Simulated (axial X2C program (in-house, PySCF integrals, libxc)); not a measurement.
## SnC: cheaper levels and CCSD(T), 2c

All values were computed with an axial X2C code built on PySCF integrals. Two-component (2c) means X2C with spin–orbit coupling and atomic mean-field two-electron Coulomb and Gaunt terms. Basis: Sn dyall-cv3z [11s12p9d4f1g], C dyall-v3z [7s6p2d1f] (cores contracted in-house); Gaussian nuclei, density fitting, unrestricted open shells. Masses: Sn 119.902 u, C 12.000 u.

State: Ω = 2 (⟨Sz⟩ = 1.00, ⟨Lz⟩ = 1.00 at HF); fragments Sn + C.

| level | Re (Å) | ωe (cm⁻¹) |
| --- | --- | --- |
| PBE0 | 2.014 | 636.0 |
| HF | 2.102 | 572.4 |
| CCSD | 2.037 | 625.4 |
| BP86 | 2.023 | 647.2 |

Correlated methods: 8 electrons correlated (number of frozen shells: Sn 4 s, 3 p, 2 d; C 1 s), 234 virtual spin orbitals or spinors in MP2, 90 natural virtuals in coupled cluster.

CCSD(T), same Hamiltonian and basis:

Re = 2.030 Å, ωe = 642.4 cm⁻¹; T1 = 0.073 (Lee–Taylor normalisation).

(1) Give the differences from CCSD(T) in the columns below.

The state is one determinant whose occupation by symmetry is held fixed; it was picked as the lowest of a PBE0 search that is not exhaustive. De is not given where an atomic determinant may have missed its ground term or J level, or where the truncated virtual space spoils (T). Density functionals use the spin component along the axis (collinear). Coupled cluster ran in a truncated set of natural virtual spinors; the MP2 energy of the rest was added. (T) has no such correction and the atoms are truncated less, which lowers De at CCSD(T) by a hundredth of an eV or more. PBE0 can misorder states that lie within some tenths of an eV, so this need not be the ground state of the molecule. The nearest other 2c determinant of the search, Ω = 1, lies 0.26 eV up at the distance of the search. The functionals have no current-density term, which raises determinants with orbital currents, atoms included. With several unpaired electrons one determinant need not be a pure state. Open-shell Ω = 0 determinants with evenly filled partner blocks cannot be reached by this program, so the Ω shown need not be the lowest component. The determinant is spin-polarised beyond a pure state at some levels (its spin-free form has ⟨S²⟩ too high), which makes Re and μ there less reliable. The T1 diagnostic is large, a sign of multireference character. With the outer-core shells frozen, correlated bond lengths of heavy atoms tend to come out a few hundredths of an ångström too long.

Results:

(1) 

```tsv
level	ΔRe (Å)	Δωe (cm⁻¹)
PBE0	-0.016	-6
HF	0.072	-70
CCSD	0.007	-17
BP86	-0.007	5
```
